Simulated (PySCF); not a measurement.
Here is a job for PySCF.
```python
from pyscf import gto, scf, dft

mol = gto.Mole()
mol.atom = '''
    Cl    2.65085254   -0.44186227   -0.18314068
    B     1.10692498   -0.15770782    0.02929478
    B    -0.44842375   -0.02829277    0.02958982
    Cl   -1.21533656    1.69191430    0.09308504
    Cl   -1.55626057   -1.19481138    0.03284279
'''
mol.basis = '6-31g'
mol.spin = 1
mol.verbose = 4
mol.build()

mf = dft.UKS(mol)
mf.xc = 'b3lyp'
mf.kernel()
g = mf.nuc_grad_method()
grad = g.kernel()
```

Task: What does this run give for the number of basis functions, <S^2>, dipole moment, HOMO energy?

Result: 
```
Property                     Result
-------------------------  --------
number of basis functions        57
<S^2>                         0.752
dipole moment                3.51 D
HOMO energy                -5.67 eV
```

These values belong to the state on which the SCF converged, which isn't shown to be the lowest.
